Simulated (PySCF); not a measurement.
# Exercise with solution: oscillator strength and radiative lifetime

C2H10N2Si2, SMILES C1N[Si@H](N)C[SiH2]1.

Geometry optimised at PBE0-D3(BJ)/def2-SVP. The structure was generated by enumeration; whether it is a known compound was not checked. Other conformers were not sampled.

TDA-B3LYP/def2-SVPD (PySCF 2.14.0) puts the first singlet state with f over 0.02 at 6.13 eV (vertical), with the transition dipole (-0.046, 0.484, 0.253) in atomic units.

Task: Find the oscillator strength, the wavelength and the radiative lifetime that this transition would have in vacuum if emission retraced absorption.

Result: 
|μ|² = 0.3004 au, so |μ| = 1.39 D. ΔE = 6.13/27.211 = 0.2253 hartree. f = (2/3) ΔE |μ|² = 0.045 (the program prints 0.045).
λ = 1239.84/6.13 = 202 nm; ν = 49442 cm⁻¹.
Einstein's coefficient A = 0.6670 ν² f s⁻¹ (ν in cm⁻¹) = 7.4e7 s⁻¹, so τ = 1/A = 14 ns. This state is S2; the lower singlet has f = 0.003. The figure is the radiative limit of this one transition; relaxation, internal conversion, crossing to triplets and a medium change what is measured.
